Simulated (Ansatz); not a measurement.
# Relative stability

The two ends of one reaction step of SiH2SF2, closed shell (PBE0-D4/def2-TZVP).

A:

```xyz
6
angstrom
Si 0.5182 -1.4627 0.2850
F -0.7887 -1.0713 1.1618
F -0.1876 -1.6707 -1.1573
H 0.3887 1.6778 0.8548
S 0.6829 1.3021 -0.4004
H -0.6135 1.2249 -0.7439
```

B:

```
6
angstrom
Si 0.2101 -0.4249 0.0896
F -1.0193 -1.0947 0.8311
F 0.8171 -1.4925 -0.9081
H 1.2045 -0.0890 1.1206
S -0.3989 1.2008 -1.1025
H -0.8135 1.9005 -0.0306
```

Ansatz 0.2.0; basis: def2-TZVPP; cores frozen in the correlated methods. B3LYP uses VWN-RPA correlation.

Question: Which structure is lower at CCSD(T), and by how much? (Judge from chemistry; the value comes from the calculation.)

Answer: Computed: B, by 43.96 kcal/mol (electronic energy, against the other). By their contacts, A is a complex of SiF₂ + H₂S and B is SiH₂SF₂ ([F][SiH]([F])[SH]).

All methods give the same order:

```json
{"method": "SPW92", "E(B) − E(A) (kcal/mol)": "-40.90"}
{"method": "PBE-D4", "E(B) − E(A) (kcal/mol)": "-38.96"}
{"method": "BLYP-D4", "E(B) − E(A) (kcal/mol)": "-35.95"}
{"method": "r2SCAN-D4", "E(B) − E(A) (kcal/mol)": "-45.94"}
{"method": "B97M-V", "E(B) − E(A) (kcal/mol)": "-44.25"}
{"method": "PBE0-D4", "E(B) − E(A) (kcal/mol)": "-43.64"}
{"method": "B3LYP-D4", "E(B) − E(A) (kcal/mol)": "-40.15"}
{"method": "r2SCAN0-D4", "E(B) − E(A) (kcal/mol)": "-47.79"}
{"method": "BHLYP-D4", "E(B) − E(A) (kcal/mol)": "-45.00"}
{"method": "CAM-B3LYP-D4", "E(B) − E(A) (kcal/mol)": "-42.23"}
{"method": "wB97X-V", "E(B) − E(A) (kcal/mol)": "-44.61"}
{"method": "wB97M-V", "E(B) − E(A) (kcal/mol)": "-40.36"}
{"method": "B2PLYP", "E(B) − E(A) (kcal/mol)": "-43.02"}
{"method": "PBE-QIDH", "E(B) − E(A) (kcal/mol)": "-47.91"}
{"method": "RPA on PBE", "E(B) − E(A) (kcal/mol)": "-40.75"}
{"method": "HF", "E(B) − E(A) (kcal/mol)": "-48.85"}
{"method": "MP2", "E(B) − E(A) (kcal/mol)": "-47.19"}
{"method": "CCSD", "E(B) − E(A) (kcal/mol)": "-44.49"}
{"method": "CCSD(T)", "E(B) − E(A) (kcal/mol)": "-43.96"}
```

T1 diagnostic: at most 0.014.

Labels in which every atom is bracketed show which atoms are joined, not bond orders.

For scale, one of the runs: CCSD(T)/def2-TZVPP, 174 basis functions, launched by `ansatz run in.yaml --threads 2 --pin off --events-out ev --progress --plain --max-ram 4352MiB`. Hardware: 2 CPU threads of an Arm Neoverse V1, shared host. Wall time 48 s; peak host memory 1.5 GiB.
